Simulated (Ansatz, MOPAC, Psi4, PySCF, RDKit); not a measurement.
Pair of molecules: HCl (SMILES Cl) (first 2 atoms) with ClH3Si (SMILES [SiH3]Cl); geometry from B3LYP-D3(BJ)/def2-TZVP, rigid monomers moved along the line of their centres of mass till H2···Cl4 is 4.43 Å.
(charge 0, multiplicity 1):
```xyz
7

Cl    -0.31354    -0.41779     0.96920
H      0.58980    -0.10066     1.83216
Si    -0.10601     0.81971     6.66639
Cl     1.84482     0.95614     5.95135
H     -0.57832    -0.55604     6.43364
H     -0.92611     1.79978     5.93365
H     -0.06533     1.13152     8.10713
```

Interaction energies are E(AB) − E(A) − E(B) at the monomers' geometry in the complex; basis-set methods are counterpoise corrected. Rows marked so take none. RDKit's UFF carries no charges.

Frozen-core correlation. CBS(a, b) extrapolates the correlation energy as X⁻³ and adds the Hartree–Fock energy of set b. Rows in 6-31G* carry no dispersion term and start afresh at each structure (6-31G* with six Cartesian d functions). MP2/6-31G* freezes PySCF's default core. The state reached by PM7 isn't checked; PM7 holds dispersion and hydrogen-bond terms.

The values were computed with Ansatz (a first-principles code); MOPAC for PM7 (differences of heats of formation); Psi4 for SAPT; PySCF for 6-31G* rows, the dispersion terms; RDKit for the force fields. Values without a source in brackets are computed.

```csv
level,interaction energy (meV)
UFF,-9.6
PM7,-29.3
HF/6-31G* (no counterpoise),-18.5
HF/aug-cc-pV(D+d)Z,-15.0
PBE-D3(BJ)/def2-TZVPPD,-22.8
MP2/6-31G*,?
"MP2/CBS(aug-cc-pV(D+d)Z, aug-cc-pV(T+d)Z)",?
"MP2/CBS(aug-cc-pV(D+d)Z, aug-cc-pV(T+d)Z) + ΔCCSD(T)/aug-cc-pV(D+d)Z",-19.8
SAPT0/jun-cc-pV(D+d)Z,-20.1
```

What belongs in the gaps?


- MP2/6-31G*, interaction energy (meV): -19.3
- MP2/CBS(aug-cc-pV(D+d)Z, aug-cc-pV(T+d)Z), interaction energy (meV): -21.4
